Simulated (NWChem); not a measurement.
System: CH4BClO; SMILES CB(O)Cl

Parts of the log:

```
             Northwest Computational Chemistry Package (NWChem) 7.3.0
             --------------------------------------------------------

                             Geometry "geometry" -> ""
                             -------------------------

 Output coordinates in angstroms (scale by  1.889725989 to convert to a.u.)

  No.       Tag          Charge          X              Y              Z
 ---- ---------------- ---------- -------------- -------------- --------------
    1 B                    5.0000     0.09711000    -0.44337300    -0.00126000
    2 Cl                  17.0000    -0.07054800     1.33905800     0.00113500
    3 C                    6.0000    -1.17156900    -1.35284800    -0.00108500
    4 H                    1.0000    -1.78098600    -1.15659400     0.89611100
    5 H                    1.0000    -0.91210800    -2.42040800    -0.02697100
    6 H                    1.0000    -1.81490100    -1.11898800    -0.86445700
    7 O                    8.0000     1.33752300    -0.96534000    -0.00053000
    8 H                    1.0000     2.03066500    -0.29500000     0.00173700

 Effective nuclear repulsion energy (a.u.)     142.0902682423

  xc_inp: hfexch multiplicative factor not found.

                                 NWChem DFT Module
                                 -----------------

 Summary of "ao basis" -> "ao basis" (spherical)
 ------------------------------------------------------------------------------
       Tag                 Description            Shells   Functions and Types
 ---------------- ------------------------------  ------  ---------------------
 B                           6-31g*                  6       14   3s2p1d
 Cl                          6-31g*                  8       18   4s3p1d
 C                           6-31g*                  6       14   3s2p1d
 H                           6-31g*                  2        2   2s
 O                           6-31g*                  6       14   3s2p1d

            General Information
            -------------------
          SCF calculation type: DFT
          Wavefunction type:  closed shell.
          No. of atoms     :     8
          No. of electrons :    40
           Alpha electrons :    20
            Beta electrons :    20
          Charge           :     0
          Spin multiplicity:     1
          Use of symmetry is: off; symmetry adaption is: off
          Maximum number of iterations: 150
          AO basis - number of functions:    68
                     number of shells:    34
          Convergence on energy requested:  1.00D-06
          Convergence on density requested:  1.00D-05
          Convergence on gradient requested:  5.00D-04

              XC Information
              --------------
                     Hartree-Fock (Exact) Exchange  1.000

      Superposition of Atomic Density Guess
      -------------------------------------

 Sum of atomic energies:        -598.38420775

      Non-variational initial energy
      ------------------------------

 Total energy =    -600.103298
 1-e energy   =   -1105.161929
 2-e energy   =     362.968363
 HOMO         =      -0.398410
 LUMO         =       0.078077

     ---------------------------------------------
      Total Density - Mulliken Population Analysis
     ---------------------------------------------

    Atom       Charge   Shell Charges
 -----------   ------   -------------------------------------------------------
    1 B    5     4.19   2.00  0.56  0.98  0.33  0.23  0.10
    2 Cl  17    17.35   2.00  2.00  5.98  1.38  3.71  0.55  1.72  0.01
    3 C    6     6.92   2.00  0.72  2.12  0.69  1.36  0.02
    4 H    1     0.74   0.45  0.29
    5 H    1     0.76   0.46  0.30
    6 H    1     0.74   0.45  0.29
    7 O    8     8.85   2.00  0.93  3.12  0.88  1.90  0.01
    8 H    1     0.46   0.35  0.10

[...]

                     NWChem Electrostatic Potential Fit Module
                     -----------------------------------------

 Atom parameters

 Number of atoms is                                    8
 Number of basis functions is                         68

 Grid parameters

 Maximum number of grid points is                  34561
 Number of grid points is                          34560
 Grid range                                     0.300000 nm
 Grid spacing                                   0.020000 nm
 Probe radius                                   0.070000 nm
 Atom radius factor                             1.000000

 Atomic radii

    1    0.100000
    5    0.158000
    6    0.147000
    8    0.136000
   17    0.169000
 FASTESP  F
  using M.O. file = ./job.movecs

    Atom              Coordinates                           Charge

                                                  ESP

    1 B     0.009711   -0.044337   -0.000126    0.734508
    2 Cl   -0.007055    0.133906    0.000114   -0.340954
    3 C    -0.117157   -0.135285   -0.000109   -0.320702
    4 H    -0.178099   -0.115659    0.089611    0.060196
    5 H    -0.091211   -0.242041   -0.002697    0.082518
    6 H    -0.181490   -0.111899   -0.086446    0.060167
    7 O     0.133752   -0.096534   -0.000053   -0.708758
    8 H     0.203067   -0.029500    0.000174    0.433027
                                            ------------
                                                0.000000

 Dipole moment                                  0.320737

 Quadrupole moment Qxx                          7.020943
                   Qyy                        -10.297213
                   Qzz                          3.276270

 RMS deviation kJ/mol                           0.061638

 RRMS %                                        29.097107
```

Level: Hartree-Fock/6-31G* (spherical d). The geometry was optimised at PBE0/def2-SVP.

**Question.** Write an input that gives this output.

**Answer.** One answer among several that fit: the input that was run:
```
start job
memory heap 200 mb stack 900 mb global 1100 mb
geometry units angstroms noautosym nocenter noautoz
  B      0.097110    -0.443373    -0.001260
  Cl    -0.070548     1.339058     0.001135
  C     -1.171569    -1.352848    -0.001085
  H     -1.780986    -1.156594     0.896111
  H     -0.912108    -2.420408    -0.026971
  H     -1.814901    -1.118988    -0.864457
  O      1.337523    -0.965340    -0.000530
  H      2.030665    -0.295000     0.001737
end
basis spherical
  * library 6-31g*
end
dft
  xc hfexch
  iterations 150
  mulliken
end
task dft energy
esp
  recalculate
  probe 0.07
  range 0.3
  factor 1.0
  spacing 0.02
end
task esp
```
